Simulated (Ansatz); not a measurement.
C₃H₉O₂Si (SMILES CO[Si](C)OC), doublet, at a GFN2-xTB geometry; HF/aug-cc-pVDZ in Ansatz (an electronic-structure program).

Ansatz was given this input:
Ansatz 0.2 input:
```yaml
crystal:
  periodic: [false, false, false]
  atoms:
    - {symbol: C, position_ang: [-2.27314975, -0.92735090, -0.31781864]}
    - {symbol: O, position_ang: [-0.89153368, -0.76475197, -0.30457590]}
    - {symbol: Si, position_ang: [0.01879470, 0.30171243, 0.56011980]}
    - {symbol: C, position_ang: [-0.41433734, 2.11669430, 0.18789395]}
    - {symbol: O, position_ang: [1.53336288, 0.10005209, -0.00807647]}
    - {symbol: C, position_ang: [2.17956423, -1.07113937, -0.39841495]}
    - {symbol: H, position_ang: [-2.77974504, 0.01491483, -0.54257224]}
    - {symbol: H, position_ang: [-2.51783790, -1.65840423, -1.09001329]}
    - {symbol: H, position_ang: [-2.63045096, -1.29367249, 0.64835554]}
    - {symbol: H, position_ang: [-0.40713752, 2.28924205, -0.88724470]}
    - {symbol: H, position_ang: [-1.39942526, 2.36869412, 0.56743619]}
    - {symbol: H, position_ang: [0.30253740, 2.79012505, 0.64172654]}
    - {symbol: H, position_ang: [2.98617148, -0.79876014, -1.08128763]}
    - {symbol: H, position_ang: [1.49088979, -1.75239707, -0.90080548]}
    - {symbol: H, position_ang: [2.60477603, -1.57534139, 0.47398452]}
basis:
  gaussian:
    orbitals: aug-cc-pVDZ
hamiltonian:
  xc: hf
magnetization: {spin_polarized: true, initial_magnetization: 1}
scf: {lower_state_search: full}
```

What the program printed (banner, timings and long lists left out):

```
Functional definition: HF
2288 factors; their error is unknown
mean field evaluation 1: about -15165.4872 eV, gradient 3.5e1 eV
mean field evaluation 2: about -15170.0302 eV, gradient 1.9e1 eV
mean field evaluation 4: about -15171.6165 eV, gradient 1.2e0 eV
mean field evaluation 8: about -15171.6364 eV, gradient 8.0e-2 eV
mean field evaluation 16: about -15106.4093 eV, gradient 1.2e2 eV
mean field evaluation 32: about -15172.0791 eV, gradient 7.9e-4 eV
mean field -15172.07913900 eV, -557.5636243536 hartree, gradient 1.5e-5 eV, S^2 0.754325; 3 other end points of the search recorded, 0 dependent functions left out
reference -15172.07913900 eV, -557.5636243536 hartree; 29, 28 occupied and 194, 195 virtual orbitals, 2288 factors
Total energy: -15172.07913900 eV, -557.5636243536 hartree
```
